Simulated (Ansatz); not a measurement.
Two members of one family (Alkyl alkene), computed with Ansatz in the gas phase. The two geometries come from different levels. Binding counts from free atoms in the multiplicity of their measured ground term, without zero-point energy. The structures are stationary points that may keep the symmetry of their start.

First: C=CCCCCCCCC (singlet, charge 0, PBE-D4/def2-SVP geometry).

```
atom   x (Å)   y (Å)   z (Å)
  C1  -3.546   0.320  -3.994
  C2  -2.908  -0.371  -3.034
  C3  -1.507  -0.906  -3.142
  C4  -0.498  -0.247  -2.180
  C5  -0.773  -0.487  -0.693
  C6   0.275   0.140   0.232
  C7   0.011  -0.112   1.720
  C8   1.003   0.563   2.676
  C9   2.445   0.053   2.580
 C10   3.384   0.699   3.599
 H11  -4.569   0.703  -3.852
 H12  -3.062   0.534  -4.963
 H13  -3.433  -0.555  -2.078
 H14  -1.150  -0.783  -4.187
 H15  -1.519  -2.003  -2.940
 H16   0.520  -0.627  -2.423
 H17  -0.472   0.847  -2.380
 H18  -1.777  -0.089  -0.424
 H19  -0.824  -1.583  -0.501
 H20   1.279  -0.247  -0.048
 H21   0.316   1.239   0.048
 H22  -1.018   0.234   1.963
 H23   0.009  -1.211   1.910
 H24   0.992   1.664   2.499
 H25   0.646   0.427   3.722
 H26   2.839   0.228   1.555
 H27   2.447  -1.053   2.717
 H28   3.425   1.801   3.468
 H29   4.420   0.315   3.510
 H30   3.045   0.506   4.640
```

| level | HOMO (eV) | LUMO (eV) | gap (eV) | binding per atom (eV) |
| --- | --- | --- | --- | --- |
| PBE-D4/def2-SVP | -6.08 | -0.59 | 5.50 | 4.34 |
| PBE-D4/def2-TZVP | -6.18 | -0.80 | 5.38 | 4.29 |
| r2SCAN-D4/def2-TZVP | -6.37 | -0.55 | 5.82 | 4.22 |
| PBE0-D4/def2-SVP | -7.24 | 0.46 | 7.70 | 4.30 |
| PBE0-D4/def2-TZVP | -7.29 | 0.23 | 7.52 | 4.25 |

Second: C=CCCCCCCCCCC (singlet, charge 0, r2SCAN-D4/def2-SVP geometry).

Cartesian coordinates in Å:
```
C -2.407 1.443 5.641
C -2.818 0.522 4.762
C -2.078 0.107 3.527
C -2.868 0.392 2.243
C -2.207 -0.129 0.966
C -0.867 0.521 0.634
C -0.277 0.050 -0.693
C 1.065 0.703 -1.020
C 1.647 0.333 -2.386
C 2.026 -1.140 -2.536
C 2.615 -1.507 -3.900
C 3.943 -0.826 -4.220
H -3.007 1.706 6.518
H -1.450 1.964 5.516
H -3.787 0.030 4.926
H -1.097 0.612 3.500
H -1.870 -0.981 3.574
H -3.030 1.484 2.159
H -3.875 -0.054 2.340
H -2.072 -1.225 1.045
H -2.899 0.027 0.118
H -0.137 0.319 1.438
H -0.991 1.621 0.610
H -0.168 -1.050 -0.665
H -0.994 0.261 -1.511
H 1.797 0.447 -0.231
H 0.944 1.801 -0.969
H 2.538 0.960 -2.567
H 0.922 0.603 -3.178
H 2.750 -1.408 -1.741
H 1.136 -1.769 -2.357
H 2.751 -2.602 -3.943
H 1.877 -1.266 -4.688
H 4.358 -1.188 -5.173
H 3.839 0.267 -4.305
H 4.691 -1.026 -3.434
```

Problem. What does the change do? Estimate second minus first.

Solution. 
```tsv
level	Δ HOMO (eV)	Δ LUMO (eV)	Δ gap (eV)	Δ binding per atom (eV)
PBE-D4/def2-SVP	0.01	0.11	0.10	0.01
PBE-D4/def2-TZVP	0.01	0.11	0.10	0.01
r2SCAN-D4/def2-TZVP	0.01	0.11	0.10	0.01
PBE0-D4/def2-SVP	0.00	0.13	0.13	0.01
PBE0-D4/def2-TZVP	0.00	0.13	0.12	0.01
```
